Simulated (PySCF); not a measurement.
Delta-SCF ions had no search for a lower state. Excitations are Tamm–Dancoff values on a coarser integration grid. The basis has no diffuse functions, so Rydberg states are missing or too high.

SSi, SMILES `[Si-]#[S+]` (charge 0, multiplicity 1)

Calculation: PBE-D3(BJ)/def2-TZVP // PBE0-D4/def2-TZVP in PySCF.

```yaml
HOMO: -6.90 eV
dipole_moment: 1.50 D
LUMO: -3.09 eV
HOMO–LUMO gap: 3.81 eV
S1 excitation (TDA): 4.09 eV
S1 oscillator strength: 0.000
T1 excitation (TDA): 3.19 eV
S1–T1 gap (TDA): 0.90 eV
vertical ionisation energy (Delta-SCF): 10.27 eV
total_energy: -687.4008 Ha
cost: roughly 14 core-seconds
```

Bonded distances (Å): Si1–S2 1.930.
Charge 0, spin multiplicity 1.
